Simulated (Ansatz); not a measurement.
Two members of one family (Series VX3), computed with Ansatz in the gas phase. The two geometries come from different levels. HOMO and LUMO are taken over both spins. Binding counts from free atoms in the multiplicity of their measured ground term, without zero-point energy. Singlets are spin-restricted. The spins of the ions were chosen, not always searched. A dash marks a value that wasn't run or was left out as unsound. The structures are stationary points that may keep the symmetry of their start. Remarks come from the PBE and PBE0 runs and from stability tests at other levels; not every state was tested.

First: VF3 (triplet, charge 0, r2SCAN-D4/def2-TZVP geometry; oxidised ion doublet).

Cartesian coordinates in Å:
```
V 0.0248 0.0619 -0.0113
F -0.0654 -1.2274 -1.1905
F -0.6151 -0.4846 1.5215
F 0.6557 1.6500 -0.3198
```

| level | HOMO (eV) | LUMO (eV) | gap (eV) | vertical IE (eV) | binding per atom (eV) |
| --- | --- | --- | --- | --- | --- |
| r2SCAN-D4/def2-TZVP | -6.14 | -4.76 | 1.39 | 10.12 | – |
| r2SCAN-D4/def2-TZVPD | -6.12 | -4.73 | 1.40 | – | – |
| PBE0-D4/def2-SVP | -7.97 | -3.46 | 4.51 | – | 4.27 |
| PBE0-D4/def2-TZVP | -8.17 | -3.61 | 4.56 | 10.70 | – |
| ωB97X-V/def2-TZVP | -10.74 | -1.01 | 9.73 | – | 4.32 |

Metal–donor distances: 3 × F 1.74 to 1.75 Å. Remarks: restricted SCF unstable at other levels (singlet), restricted SCF unstable (singlet).

Second: VCl3 (triplet, charge 0, r2SCAN-D4/def2-SVP geometry; oxidised ion doublet).

```xyz
4

V     0.005    0.038    0.039
Cl    0.184    1.531    1.579
Cl   -1.891   -0.754   -0.631
Cl    1.703   -0.815   -0.988
```

Q: Estimate how these quantities change from the first to the second (second minus first).

A: 
```csv
level,Δ HOMO (eV),Δ LUMO (eV),Δ gap (eV),Δ vertical IE (eV),Δ binding per atom (eV)
r2SCAN-D4/def2-TZVP,-0.17,-0.36,-0.19,-0.94,–
r2SCAN-D4/def2-TZVPD,-0.22,-0.41,-0.19,–,–
PBE0-D4/def2-SVP,0.01,-0.65,-0.67,–,-1.03
PBE0-D4/def2-TZVP,0.14,-0.54,-0.68,-0.99,–
ωB97X-V/def2-TZVP,0.11,-0.84,-0.95,–,-1.11
```

Metal–donor distances: 3 × Cl 2.15 to 2.16 Å. Remarks: restricted SCF unstable (singlet).
